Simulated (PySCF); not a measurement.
Sn(OH)2 (H2O2Sn), SMILES [OH][Sn][OH] (connectivity only; charge and spin as stated), neutral, multiplicity 1.

Geometry optimised at B3LYP-D3(BJ)/def2-TZVP. The def2 effective core potentials stand for the cores of Sn; spin–orbit coupling is left out. The values are those of a single conformer.

All values below come from PySCF with B3LYP-D3(BJ)/def2-TZVP.

Frequencies are harmonic and unscaled.

```tsv
mode	ν (cm⁻¹)	IR (km/mol)	Raman (Å⁴/amu)	depolarisation	moving atoms (share of kinetic energy)
1	188	12.5	2.2	0.71	O 75 %, H 15 %, Sn 9 %
2	362	144.0	2.4	0.75	H 91 %, O 9 %
3	459	82.9	2.0	0.75	H 90 %, O 9 %
4	566	118.8	10.2	0.62	O 85 %, Sn 12 %
5	600	91.0	12.7	0.24	O 86 %, Sn 12 %
6	713	88.7	0.8	0.75	H 91 %, O 8 %
7	773	56.7	0.6	0.40	H 89 %, O 10 %
8	3786	47.9	123.0	0.21	H 94 %
9	3828	50.4	130.1	0.25	H 94 %
```
